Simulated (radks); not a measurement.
Problem. Species: Sm26+. Configuration: [Kr]. Calculated with a radial shooting solver on a logarithmic mesh with Libxc functionals: scalar-relativistic Kohn-Sham, PBEsol, spin-polarised, spherical densities, finite nucleus; Fermi nuclear charge, rms radius 5.0819 fm. Some entries of the table are withheld. Estimate them.

| orbital | occ. | eigenvalue (Ry) | <r^2> (bohr^2) |
|---|---|---|---|
| 1s | 2 | -3491.826 | 0.0007054 |
| 2s | 2 | (1) | 0.01110 |
| 2p | 6 | -562.9797 | 0.008903 |
| 3s | 2 | -183.1516 | (2) |
| 3p | 6 | -164.2854 | (3) |
| 3d | 10 | (4) | 0.06056 |
| 4s | 2 | (5) | (6) |
| 4p | 6 | -71.17965 | 0.3353 |

Solution. 
(1) 2s eigenvalue (Ry): -623.2719
(2) 3s <r^2> (bohr^2): 0.07294
(3) 3p <r^2> (bohr^2): 0.07263
(4) 3d eigenvalue (Ry): -139.1296
(5) 4s eigenvalue (Ry): -78.03687
(6) 4s <r^2> (bohr^2): 0.3148
